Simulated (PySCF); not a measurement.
Several structures and their simulated spectra, in scrambled order.

A. SMILES c1cc([C@H]2CC[SiH2]2)ccn1
B. 4-methylbenzotrifluoride (SMILES Cc1ccc(C(F)(F)F)cc1)
C. SMILES N[Si@@H]1COC[Si@@H](O)N1

Spectrum 1. $^{1}$H NMR (400 MHz, computed): δ 5.00 (m, 1H), 4.68 (m, 1H), 3.74 (m, 1H), 3.67 (m, 1H), 3.13 (m, 1H), 3.08 (m, 1H), 1.40 (br s, 1H), 1.24 (br s, 1H), 1.04 (br s, 2H). $^{13}$C{$^{1}$H} NMR (computed): δ 67.1 (CH2), 64.2 (CH2).

Spectrum 2. $^{1}$H NMR (400 MHz, computed): δ 8.82 (d, 2H), 7.20 (d, 2H), 5.17 (m, 1H), 4.53 (m, 1H), 3.07 (m, 1H), 2.98 (m, 1H), 2.47 (m, 1H), 1.82 (m, 1H), 1.67 (m, 1H). $^{13}$C{$^{1}$H} NMR (computed): δ 163.2 (C), 156.0 (CH), 125.0 (CH), 36.2 (CH), 30.9 (CH2), 7.4 (CH2).

Spectrum 3. $^{1}$H NMR (400 MHz, computed): δ 7.96 (m, 2H), 7.62 (d, 2H), 2.58 (s, 3H). $^{13}$C{$^{1}$H} NMR (computed): δ 148.0 (C), 134.6 (C), 134.4 (CH), 134.1 (C), 132.4 (CH), 24.1 (CH3).

How the numbers were obtained: shielding tensors at PBE0/pcSseg-1 (GIAO), GFN2-xTB structure, in PySCF 2.14 (averaged over atoms made equivalent by symmetry, fast rotation or ring inversion, non-relativistic, a single conformation, in vacuum).

Referencing at the same level of theory: $^{1}$H (σref 31.72), $^{13}$C (σref 186.93) vs TMS. Splittings of carbon signals by F and P are missing where no couplings were computed. Where no couplings were computed, multiplicities follow the n + 1 count of equivalent neighbours, and m marks all less simple cases (inequivalent or close neighbours, rings, F or P nearby). Shifts are as computed. Against solution values, carbons near 30 ppm lie about +3 ppm off and those near 130 ppm about +5 ppm. Of 1211 compounds with measured shifts, 218 miss one by over three times the rms of a fit or turn the order of signals round; such compounds aren't used in these exercises. OH and NH positions are gas-phase values without hydrogen bonding to other molecules.

Task: Which spectrum belongs to which compound?

Result: 1–C, 2–A, 3–B.

- Spectrum 1 (C): 2 $^{13}$C signals; δC 67.1 is an sp3 CH2 bonded to O and Si; δC 64.2 is an sp3 CH2 bonded to O and Si.
- Spectrum 2 (A): 6 $^{13}$C signals; δC 156.0 is an aromatic CH next to a ring nitrogen; δC 30.9 is an sp3 CH2 in a ring.
- Spectrum 3 (B): 6 $^{13}$C signals; δC 134.4 is an aromatic CH; δC 134.1 is a CF3 carbon.
